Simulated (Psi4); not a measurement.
C3H7O2, doublet, geometry from GFN2-xTB, atoms displaced at random by about 0.08 Å a coordinate; HF/STO-3G, gradient run with Psi4 1.11.

Here is a job for Psi4.
```
memory 2 GB

molecule mol {
0 2
  C     2.064109    0.408812    0.138397
  O     1.128509   -0.658348   -0.388044
  C    -0.247676   -0.223032   -0.722414
  C    -1.126832   -0.127920    0.818124
  O    -2.367966    0.356872    0.383248
  H     1.872731    1.241473   -0.836736
  H     1.673332    0.850637    0.978627
  H     2.957334    0.024571    0.142832
  H    -0.685601   -1.042938   -1.103430
  H    -0.131735    0.524353   -1.141132
  H    -0.843419   -1.049960    1.175920
  H    -0.608417    0.846053    1.177957
symmetry c1
no_reorient
no_com
}

set basis sto-3g
set reference uhf

gradient('scf')
print_variables()
```

### Question
Write the output that Psi4 gives for this input, abridged.

### Answer

```
gradient() will perform analytic gradient computation.

   => Loading Basis Set <=

    Name: STO-3G
    Role: ORBITAL
    Keyword: BASIS

         ---------------------------------------------------------
                                   SCF
               by Justin Turney, Rob Parrish, Andy Simmonett
                          and Daniel G. A. Smith
                              UHF Reference
         ---------------------------------------------------------

  ==> Geometry <==

    Molecular point group: c1
    Full point group: C1

    Geometry (in Angstrom), charge = 0, multiplicity = 2:

       Center              X                  Y                   Z               Mass
    ------------   -----------------  -----------------  -----------------  -----------------
         C            2.064109000000     0.408812000000     0.138397000000    12.000000000000
         O            1.128509000000    -0.658348000000    -0.388044000000    15.994914619570
         C           -0.247676000000    -0.223032000000    -0.722414000000    12.000000000000
         C           -1.126832000000    -0.127920000000     0.818124000000    12.000000000000
         O           -2.367966000000     0.356872000000     0.383248000000    15.994914619570
         H            1.872731000000     1.241473000000    -0.836736000000     1.007825032230
         H            1.673332000000     0.850637000000     0.978627000000     1.007825032230
         H            2.957334000000     0.024571000000     0.142832000000     1.007825032230
         H           -0.685601000000    -1.042938000000    -1.103430000000     1.007825032230
         H           -0.131735000000     0.524353000000    -1.141132000000     1.007825032230
         H           -0.843419000000    -1.049960000000     1.175920000000     1.007825032230
         H           -0.608417000000     0.846053000000     1.177957000000     1.007825032230

  Running in c1 symmetry.

  Rotational constants: A =      0.43489  B =      0.07982  C =      0.07493 [cm^-1]
  Rotational constants: A =  13037.70791  B =   2392.83578  C =   2246.37167 [MHz]
  Nuclear repulsion =  176.245760593981316

  Charge       = 0
  Multiplicity = 2
  Electrons    = 41
  Nalpha       = 21
  Nbeta        = 20

  ==> Algorithm <==

  SCF Algorithm Type is DF.
  DIIS enabled.
  MOM disabled.
  Fractional occupation disabled.
  Guess Type is SAD.
  Energy threshold   = 1.00e-08
  Density threshold  = 1.00e-08
  Integral threshold = 1.00e-12

  ==> Primary Basis <==

  Basis Set: STO-3G
    Blend: STO-3G
    Number of shells: 22
    Number of basis functions: 32
    Number of Cartesian functions: 32
    Spherical Harmonics?: true
    Max angular momentum: 1

   => Loading Basis Set <=

    Name: (STO-3G AUX)
    Role: JKFIT
    Keyword: DF_BASIS_SCF

  ==> Integral Setup <==

  SCF_SUBTYPE=INCORE selected. In-core MEM_DF algorithm will be used.
  Using in-core AOs.

  ==> MemDFJK: Density-Fitted J/K Matrices <==

    J tasked:                   Yes
    K tasked:                   Yes
    wK tasked:                   No
    Algorithm:                 Core
    Schwarz Cutoff:           1E-12
    Mask sparsity (%):       1.1719
    Fitting Condition:        1E-10

   => Auxiliary Basis Set <=

  Basis Set: (STO-3G AUX)
    Blend: DEF2-UNIVERSAL-JKFIT
    Number of shells: 167
    Number of basis functions: 505
    Number of Cartesian functions: 593
    Spherical Harmonics?: true
    Max angular momentum: 4

  Minimum eigenvalue in the overlap matrix is 1.6482682747E-01.
  Reciprocal condition number of the overlap matrix is 6.8409214036E-02.
    Using symmetric orthogonalization.

  ==> Pre-Iterations <==

  SCF Guess: Superposition of Atomic Densities via on-the-fly atomic UHF (no occupation information).

   -------------------------
    Irrep   Nso     Nmo
   -------------------------
     A         32      32
   -------------------------
    Total      32      32
   -------------------------

  ==> Iterations <==

                           Total Energy        Delta E     RMS |[F,P]|

   @DF-UHF iter SAD:  -259.71483565661651   -2.59715e+02   0.00000e+00
   @DF-UHF iter   1:  -263.38478706789044   -3.66995e+00   1.70219e-02 DIIS/ADIIS
   @DF-UHF iter   2:  -263.61870095901173   -2.33914e-01   1.14728e-02 DIIS/ADIIS
   @DF-UHF iter   3:  -263.71395503572734   -9.52541e-02   3.17983e-03 DIIS/ADIIS
   @DF-UHF iter   4:  -263.73747272412697   -2.35177e-02   1.32732e-03 DIIS/ADIIS
   @DF-UHF iter   5:  -263.74153290919230   -4.06019e-03   4.05493e-04 DIIS/ADIIS
   @DF-UHF iter   6:  -263.74182883360601   -2.95924e-04   2.02598e-04 DIIS/ADIIS
   @DF-UHF iter   7:  -263.74191314198345   -8.43084e-05   1.10942e-04 DIIS/ADIIS
   @DF-UHF iter   8:  -263.74194988145842   -3.67395e-05   5.92155e-05 DIIS
   @DF-UHF iter   9:  -263.74196570497702   -1.58235e-05   4.16691e-05 DIIS
   @DF-UHF iter  10:  -263.74197450133698   -8.79636e-06   3.85577e-05 DIIS
   @DF-UHF iter  11:  -263.74198302516737   -8.52383e-06   3.67430e-05 DIIS
   @DF-UHF iter  12:  -263.74200535530446   -2.23301e-05   3.40746e-05 DIIS
   @DF-UHF iter  13:  -263.74203321560481   -2.78603e-05   3.11811e-05 DIIS
   @DF-UHF iter  14:  -263.74206909194993   -3.58763e-05   2.66601e-05 DIIS
   @DF-UHF iter  15:  -263.74211539278781   -4.63008e-05   1.92821e-05 DIIS
   @DF-UHF iter  16:  -263.74213573699137   -2.03442e-05   1.02925e-05 DIIS
   @DF-UHF iter  17:  -263.74214173284065   -5.99585e-06   6.14431e-06 DIIS
   @DF-UHF iter  18:  -263.74214226339052   -5.30550e-07   2.78283e-06 DIIS
   @DF-UHF iter  19:  -263.74214233213604   -6.87455e-08   1.35964e-06 DIIS
   @DF-UHF iter  20:  -263.74214234002341   -7.88737e-09   8.04488e-07 DIIS
   @DF-UHF iter  21:  -263.74214234235501   -2.33160e-09   4.28158e-07 DIIS
   @DF-UHF iter  22:  -263.74214234307874   -7.23730e-10   2.31388e-07 DIIS
   @DF-UHF iter  23:  -263.74214234323756   -1.58821e-10   1.28341e-07 DIIS
   @DF-UHF iter  24:  -263.74214234327690   -3.93356e-11   8.48851e-08 DIIS
[...]
   @DF-UHF iter  29:  -263.74214234339047   -5.51381e-12   1.00002e-08 DIIS
   @DF-UHF iter  30:  -263.74214234339712   -6.65068e-12   6.56948e-09 DIIS
  Energy and wave function converged.

  ==> Post-Iterations <==

   @Spin Contamination Metric:   2.967955756E-02
   @S^2 Expected:                7.500000000E-01
   @S^2 Observed:                7.796795576E-01
   @S   Expected:                5.000000000E-01
   @S   Observed:                5.000000000E-01

    Orbital Energies [Eh]
    ---------------------

    Alpha Occupied:

[...]
    Alpha Virtual:

[...]
    Beta Occupied:

[...]
    Beta Virtual:

[...]
    Final Occupation by Irrep:
              A
    DOCC [    20 ]
    SOCC [     1 ]
    NA   [    21 ]
    NB   [    20 ]

  @DF-UHF Final Energy:  -263.74214234339712

   => Energetics <=

    Nuclear Repulsion Energy =            176.2457605939813163
    One-Electron Energy =                -711.7515625929272574
    Two-Electron Energy =                 271.7636596555487927
    Total Energy =                       -263.7421423433971199

  UHF NO Occupations:
  HONO-2 :   19  A 1.9976147
  HONO-1 :   20  A 1.9881717
  HONO-0 :   21  A 1.0000000
  LUNO+0 :   22  A 0.0118283
  LUNO+1 :   23  A 0.0023853
  LUNO+2 :   24  A 0.0003956
  LUNO+3 :   25  A 0.0001351

Computation Completed

Properties will be evaluated at   0.000000,   0.000000,   0.000000 [a0]

Properties computed using the SCF density matrix

 Multipole Moments:

 ------------------------------------------------------------------------------------
     Multipole            Electronic (a.u.)      Nuclear  (a.u.)        Total (a.u.)
 ------------------------------------------------------------------------------------

 L = 1.  Multiply by 2.5417464519 to convert [e a0] to [Debye]
 Dipole X            :          3.2539048           -2.9174064            0.3364984
 Dipole Y            :          1.5228322           -1.2669839            0.2558484
 Dipole Z            :         -3.1143267            3.3265076            0.2121808
 Magnitude           :                                                    0.4729802

 ------------------------------------------------------------------------------------

         ------------------------------------------------------------
                                   SCF GRAD
                          Rob Parrish, Justin Turney,
                       Andy Simmonett, and Alex Sokolov
         ------------------------------------------------------------

  ==> Geometry <==

    Molecular point group: c1
    Full point group: C1

    Geometry (in Angstrom), charge = 0, multiplicity = 2:

       Center              X                  Y                   Z               Mass
    ------------   -----------------  -----------------  -----------------  -----------------
         C            2.064109000000     0.408812000000     0.138397000000    12.000000000000
         O            1.128509000000    -0.658348000000    -0.388044000000    15.994914619570
         C           -0.247676000000    -0.223032000000    -0.722414000000    12.000000000000
         C           -1.126832000000    -0.127920000000     0.818124000000    12.000000000000
         O           -2.367966000000     0.356872000000     0.383248000000    15.994914619570
         H            1.872731000000     1.241473000000    -0.836736000000     1.007825032230
         H            1.673332000000     0.850637000000     0.978627000000     1.007825032230
         H            2.957334000000     0.024571000000     0.142832000000     1.007825032230
         H           -0.685601000000    -1.042938000000    -1.103430000000     1.007825032230
         H           -0.131735000000     0.524353000000    -1.141132000000     1.007825032230
         H           -0.843419000000    -1.049960000000     1.175920000000     1.007825032230
         H           -0.608417000000     0.846053000000     1.177957000000     1.007825032230

  Nuclear repulsion =  176.245760593981316

  ==> Basis Set <==

  Basis Set: STO-3G
    Blend: STO-3G
    Number of shells: 22
    Number of basis functions: 32
    Number of Cartesian functions: 32
    Spherical Harmonics?: true
    Max angular momentum: 1

  ==> DFJKGrad: Density-Fitted SCF Gradients <==

    Gradient:                    1
    J tasked:                  Yes
    K tasked:                  Yes
    wK tasked:                  No
    Integrals threads:           1
    Schwarz Cutoff:          1E-12
    Fitting Condition:       1E-10

   => Auxiliary Basis Set <=

  Basis Set: (STO-3G AUX)
    Blend: DEF2-UNIVERSAL-JKFIT
    Number of shells: 167
    Number of basis functions: 505
    Number of Cartesian functions: 593
    Spherical Harmonics?: true
    Max angular momentum: 4

  -Total Gradient:
     Atom            X                  Y                   Z
    ------   -----------------  -----------------  -----------------
       1        0.217126434703    -0.072038277754     0.203349282291
       2       -0.013523231445     0.009014774686    -0.022578345180
       3       -0.031330056280     0.258149994639    -0.328187243118
       4       -0.089078520050    -0.154609491674     0.135254876588
       5        0.035241942379     0.024604999159    -0.008780858908
       6       -0.041648403519     0.054855675548    -0.092615465306
       7        0.008944244876    -0.025408368234    -0.063538454922
       8       -0.132163917859     0.050132382269    -0.009697428979
       9        0.036760566426     0.062076868035     0.062753165794
      10       -0.010747783693    -0.320238455168     0.190604189067
      11        0.007845246143     0.054703238324    -0.047564034542
      12        0.012573478322     0.058756660170    -0.018999682786

  Variable Map:
  ----------------------------------------------------------------------------
[...]
  Array Variable Map:
  ----------------------------------------------------------------------------
[...]
[...]
```
